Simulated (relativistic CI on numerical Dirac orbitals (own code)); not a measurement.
Calculated at this level of theory: Dirac-Coulomb-Breit CI, separate exchange-only KLI orbitals for each configuration, model QED (radiative potential, 1s self-energy scaled to tabulated hydrogen-like ionisation energies), unscaled Slater integrals (own radial code, finite nucleus).

The strongest absorption lines from the ground level of an ion, among the configurations computed and to levels below about 197 eV (vacuum wavelength in Å, gf): 127.31 (0.23), 133.54 (0.36), 176.39 (7.1), 224.24 (0.1), 255.15 (0.0024).

**Question.** Which ion is it?
A. Nb⁵⁺
B. Rh¹¹⁺
C. Rh⁹⁺
D. Tc⁷⁺

**Answer.** C. Rh⁹⁺ has 36 electrons and the ground level 4s²4p⁶ ¹S0; the strongest line goes to 4s²4p⁵4d ¹P°1. The pattern of lines fixes the number of electrons, and along that sequence the line energies rise steadily with the charge (about as its square where n changes within one kind of shell, about linearly where n is kept but much faster in heavy ions where fine structure, which grows about as Z⁴, sets the gap, and irregularly where shells cross), which fixes Z. Configurations outside the model, such as inner-shell arrays, can give stronger lines. At this charge energies of transitions that change n are usually good to better than 1 %, and those within a shell (Δn = 0) to a few per cent.

LS names give the leading component of a level, which can be under half, so a name can repeat, a term be missing and a line seem to break the LS rules.
